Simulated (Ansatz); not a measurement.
Cost and result up the ladder for (H2Ga-mu-Cl)2 (Ga2H4Cl2) (8 atoms). Charge 0, multiplicity 1. Geometry: PBE-D4/def2-SVP.

```xyz
8

Ga   -0.132    0.385   -1.644
H    -0.132    1.927   -1.910
H    -0.228   -0.879   -2.559
Cl    1.688   -0.025   -0.141
Ga    0.132   -0.386    1.644
H     0.228    0.879    2.560
H     0.131   -1.927    1.909
Cl   -1.688    0.026    0.142
```

Ansatz on 4 threads of Arm Neoverse N1 on a shared host. Times are rough, and most runs start from the orbitals of an earlier one. CAM-B3LYP-D4/def2-TZVP serves as the yardstick here, not as an exact answer. Differences are given only for rows in sets of like size (and for xTB, whose basis is part of the method), since another set adds its own error. Binding counts from free atoms at the same level (Ga doublet, H doublet, Cl doublet; other spins of the atoms weren't run), without zero-point energy or a counterpoise term.

The 6-31G sets use Cartesian d functions. LC-ωPBE has ω = 0.4 bohr⁻¹. Correlated methods freeze 28 core orbitals; core or outer-core shells of Ga are correlated, in sets that lack core-valence functions.

Correlated methods converge slowly with the basis.

```json
{"level": "HF/6-31G", "functions": "92", "wall time": "1.1 s"}
{"level": "PBE-D4/def2-SVP", "functions": "120", "wall time": "1.8 s"}
{"level": "PBE0-D4/def2-SVP", "functions": "120", "wall time": "3.2 s"}
{"level": "PBE-D4/def2-TZVP", "functions": "194", "wall time": "3.4 s"}
{"level": "revPBE-D4/def2-TZVP (with forces)", "functions": "194", "wall time": "4 s"}
{"level": "HF/def2-TZVP", "functions": "194", "wall time": "4.1 s"}
{"level": "LC-ωPBE/def2-TZVP", "functions": "194", "wall time": "4.6 s"}
{"level": "PBE-D4/def2-TZVPD", "functions": "236", "wall time": "5.5 s"}
{"level": "PBE0-D4/def2-TZVP", "functions": "194", "wall time": "6 s"}
{"level": "CAM-B3LYP-D4/def2-TZVP", "functions": "194", "wall time": "6.5 s"}
{"level": "r2SCAN0-D4/def2-TZVP", "functions": "194", "wall time": "11 s"}
{"level": "r2SCAN-D4/def2-TZVPD", "functions": "236", "wall time": "12 s"}
{"level": "B97M-V/def2-TZVP", "functions": "194", "wall time": "14 s"}
{"level": "CCSD(T)/def2-TZVP", "functions": "194", "wall time": "2.2 min"}
```

Task: Estimate what each level gives for the binding energy per atom (eV).

Result: 
| level | binding energy per atom (eV) | difference from CAM-B3LYP-D4/def2-TZVP (eV) |
| --- | --- | --- |
| HF/6-31G | 1.81 | – |
| PBE-D4/def2-SVP | 2.56 | – |
| PBE0-D4/def2-SVP | 2.56 | – |
| PBE-D4/def2-TZVP | 2.53 | -0.01 |
| revPBE-D4/def2-TZVP (with forces) | 2.48 | -0.06 |
| HF/def2-TZVP | 1.95 | -0.59 |
| LC-ωPBE/def2-TZVP | 2.54 | 0.00 |
| PBE-D4/def2-TZVPD | 2.53 | -0.01 |
| PBE0-D4/def2-TZVP | 2.54 | 0.00 |
| CAM-B3LYP-D4/def2-TZVP | 2.54 | 0.00 |
| r2SCAN0-D4/def2-TZVP | 2.58 | 0.03 |
| r2SCAN-D4/def2-TZVPD | 2.60 | 0.06 |
| B97M-V/def2-TZVP | 2.62 | 0.08 |
| CCSD(T)/def2-TZVP | 2.51 | -0.03 |
